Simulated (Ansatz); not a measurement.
`C=CCCCl` + `[NH2][GeH3]` → `C=C[NH][GeH3]` + `CCCl` at 400 K and 1 bar (substitution at a C–C bond).

Gas-phase electronic energies from Ansatz, PBE0-D4/def2-TZVP geometries. CCSD(T)/CBS is the MP2 limit (def2-TZVPP, def2-QZVPP) plus CCSD(T) − MP2 in def2-TZVPP, frozen cores. For Ge outer-core shells are correlated without core-valence functions, which leaves a few kJ/mol of doubt a bond. Scalar relativity is left out up to krypton. Each species was taken in one conformer, which may not be the lowest.

| species | CCSD(T)/CBS energy (Eh) | H − E (kJ/mol) | S (J/(mol·K)) |
| --- | --- | --- | --- |
| `C=CCCCl` | -616.18320 | 292.4 | 358.3 |
| `[NH2][GeH3]` | -2133.81884 | 149.5 | 296.9 |
| `C=C[NH][GeH3]` | -2211.10289 | 246.5 | 365.6 |
| `CCCl` | -538.89655 | 195.0 | 294.4 |

H − E and S are ideal-gas, rigid-rotor, harmonic terms from PBE0-D4/def2-TZVP, for one conformer and one mirror image of each species. 1 Eh = 2625.50 kJ/mol, R = 8.31446 J/(mol·K).

**Question.** By hand: ΔE, ΔH, ΔS and ΔG.

**Answer.** ΔE = (-2211.10289) + (-538.89655) − (-616.18320) − (-2133.81884) = 0.00260 Eh = 6.8 kJ/mol. Δ(H − E) = 246.5 + 195.0 − 292.4 − 149.5 = -0.4, so ΔH = 6.4 kJ/mol. ΔS = 365.6 + 294.4 − 358.3 − 296.9 = 4.8 J/(mol·K). ΔG = 6.4 − 400 × (4.8)/1000 = 4.5 kJ/mol.

**Question.** By hand: the equilibrium constant, and the temperature at which ΔG would vanish if ΔH and ΔS stayed fixed.

**Answer.** log₁₀ K = −ΔG/(RT ln 10) = -0.6. ΔG = 0 at ΔH/ΔS = 1333 K, though so small a ΔH makes that figure unsure.

The number of gas molecules stays the same, so ΔS is small and ΔH decides. The sign of ΔG lies within the doubt. A doubt of 5 kJ/mol in ΔE shifts log₁₀ K by 0.7 here. Other conformers and mirror images would add mixing entropy, several J/(mol·K) or more a flexible species. These are equilibria of isolated gas molecules and say nothing of rates. Largest T1 diagnostic: 0.012 (customary marks: 0.02 for closed shells, 0.045 for open ones).
